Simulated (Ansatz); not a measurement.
GeH₄ → `[GeH3]`• + H• at 400 K and 1 bar (homolysis of the Ge–H bond).

Computed with Ansatz on PBE0-D4/def2-TZVP structures; ΔE is electronic, products minus reactants. CCSD(T)/CBS is the MP2 limit (def2-TZVPP, def2-QZVPP) plus CCSD(T) − MP2 in def2-TZVPP, frozen cores. This one scheme is used for every species, atoms too. No spin–orbit coupling; open shells (•) take unrestricted orbitals. For Ge outer-core shells are correlated without core-valence functions, so the limit isn't a true one: a few kJ/mol of doubt a bond, and 10 to 20 or more in all where bonds break to atoms. Scalar relativity is left out up to krypton.

```json
{"species": "GeH₄", "CCSD(T)/CBS energy (Eh)": "-2078.49493", "H − E (kJ/mol)": "93.6", "S (J/(mol·K))": "231.8"}
{"species": "`[GeH3]`•", "CCSD(T)/CBS energy (Eh)": "-2077.84911", "H − E (kJ/mol)": "67.8", "S (J/(mol·K))": "242.7"}
{"species": "H•", "CCSD(T)/CBS energy (Eh)": "-0.50000", "H − E (kJ/mol)": "8.3", "S (J/(mol·K))": "120.8"}
```

H − E and S are ideal-gas, rigid-rotor, harmonic terms from PBE0-D4/def2-TZVP, with the whole ground term of open shells counted as degenerate. 1 Eh = 2625.50 kJ/mol, R = 8.31446 J/(mol·K).

By hand: ΔE, ΔH, ΔS and ΔG.

ΔE = (-2077.84911) + (-0.50000) − (-2078.49493) = 0.14582 Eh = 382.9 kJ/mol. Δ(H − E) = 67.8 + 8.3 − 93.6 = -17.5, so ΔH = 365.4 kJ/mol. ΔS = 242.7 + 120.8 − 231.8 = 131.7 J/(mol·K). ΔG = 365.4 − 400 × (131.7)/1000 = 312.7 kJ/mol.

By hand: the equilibrium constant, and the temperature at which ΔG would vanish if ΔH and ΔS stayed fixed.

log₁₀ K = −ΔG/(RT ln 10) = -40.8. ΔG = 0 at ΔH/ΔS = 2774 K, far beyond where these terms or the molecules hold.

The number of gas molecules changes by +1, which sets the sign of ΔS. A doubt of 5 kJ/mol in ΔE shifts log₁₀ K by 0.7 here. These are equilibria of isolated gas molecules and say nothing of rates. Largest T1 diagnostic: 0.012 (customary marks: 0.02 for closed shells, 0.045 for open ones).
